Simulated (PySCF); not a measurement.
## Correlation energy of Ni(16+) (nickel, charge +16)

Starting occupation: [Ne] 3s2. All numbers are calculated (PySCF 2.14, X2C-1e with screened-nucleus spin-orbit coupling, Gaussian nucleus, in an uncontracted even-tempered set (19 s from 0.48 bohr⁻², ratio 2.6; 13 p from 0.62 bohr⁻², ratio 2.6; 7 d from 0.64 bohr⁻², ratio 2.8; 4 f from 11 bohr⁻², ratio 2.8)). Frozen: 1s2; 10 electrons correlated; the 50 highest virtual spinors left out.

MP2 pair energies summed by pair of shells (mhartree):

| pair | energy | share (%) |
| --- | --- | --- |
| 2p1/2-2p3/2 | -94.98 | 23.4 |
| 2p3/2-2p3/2 | -91.12 | 22.5 |
| 3s1/2-3s1/2 | -71.16 | 17.5 |
| 2p3/2-2s1/2 | -39.60 | 9.8 |
| 2p3/2-3s1/2 | -33.10 | 8.2 |
| 2p1/2-2p1/2 | -21.98 | 5.4 |
| 2p1/2-2s1/2 | -19.92 | 4.9 |
| 2p1/2-3s1/2 | -16.15 | 4.0 |
| 2s1/2-2s1/2 | -10.31 | 2.5 |
| 2s1/2-3s1/2 | -7.40 | 1.8 |

Total MP2 correlation energy: -405.70 mhartree.

The virtual space was cut to 56 spinors, which keep -349.57 of the -405.70 mhartree of MP2 correlation.

```
  level  correlation energy (mhartree)
   CCSD                        -373.90
    (T)                          -1.42
CCSD(T)                        -375.32
```

Diagnostics: T1 = 0.00063, largest double amplitude 0.092.

Cost of the coupled-cluster step: roughly 60 core-seconds, for 10 occupied and 56 virtual spinors.

The coupled-cluster values are those of the cut space; adding the MP2 remainder, -56.13 mhartree, estimates the full space.
